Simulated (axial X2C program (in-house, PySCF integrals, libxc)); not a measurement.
**WH: from the spin-free to the two-component result**

All values were computed with an in-house all-electron X2C program for linear molecules (integrals from PySCF). Spin-free means the one-electron spin-free X2C Hamiltonian; two-component (2c) means X2C with spin–orbit coupling and atomic mean-field two-electron Coulomb and Gaunt terms, so the difference of the two also holds small scalar two-electron terms. Basis: W dyall-v3z [13s14p9d7f2g], H dyall-v3z [6s2p1d] (cores contracted in-house); Gaussian nuclei, density fitting, unrestricted open shells. Masses: W 183.951 u, H 1.008 u.

Spin-free state: M_S = 5/2, Λ = 0 (beyond evenly filled blocks: σα, π+α, π-α, δ+α, δ-α); fragments W + H.

```json
{"level": "PBE0", "Re (Å)": "1.704", "ωe (cm⁻¹)": "1939.6", "μ (D)": "-1.96"}
{"level": "HF", "Re (Å)": "1.750", "ωe (cm⁻¹)": "1848.5", "μ (D)": "-2.41"}
{"level": "MP2", "Re (Å)": "1.680", "ωe (cm⁻¹)": "2022.8", "μ (D)": "n/a"}
{"level": "TPSS", "Re (Å)": "1.710", "ωe (cm⁻¹)": "1925.0", "μ (D)": "-1.82"}
{"level": "PBEsol", "Re (Å)": "1.700", "ωe (cm⁻¹)": "1933.0", "μ (D)": "-1.71"}
```

Correlated methods: 29 electrons correlated (number of frozen shells: W 4 s, 3 p, 2 d; H none), 229 virtual spin orbitals or spinors in MP2.

Dipoles are positive if H is the positive end.

Two-component determinant lowest at the distance of the search:

Ω = 5/2 (⟨Sz⟩ = 2.48, ⟨Lz⟩ = 0.02 at HF); fragments W + H.

| level | Re (Å) | ωe (cm⁻¹) | μ (D) |
| --- | --- | --- | --- |
| PBE0 | 1.703 | 1937.5 | -1.96 |
| HF | 1.749 | 1849.4 | -2.38 |
| MP2 | 1.680 | 2019.7 | n/a |
| TPSS | 1.709 | 1923.2 | -1.82 |
| PBEsol | 1.700 | 1930.1 | -1.70 |

Task: From the two tables, how do the constants change at the MP2 level (2c against spin-free)?

Result: At the MP2 level Re is unchanged within 0.001 Å and ωe goes down by 3.1 cm⁻¹.

The state is one determinant whose occupation by symmetry is held fixed; it was picked as the lowest of a PBE0 search that is not exhaustive. De is not given where an atomic determinant may have missed its ground term or J level, or where the truncated virtual space spoils (T). Density functionals use the spin component along the axis (collinear). The functionals have no current-density term, which raises determinants with orbital currents, atoms included. With several unpaired electrons one determinant need not be a pure state. This is the top spin component of a Σ state; components of lower Ω are not single determinants and can lie lower.
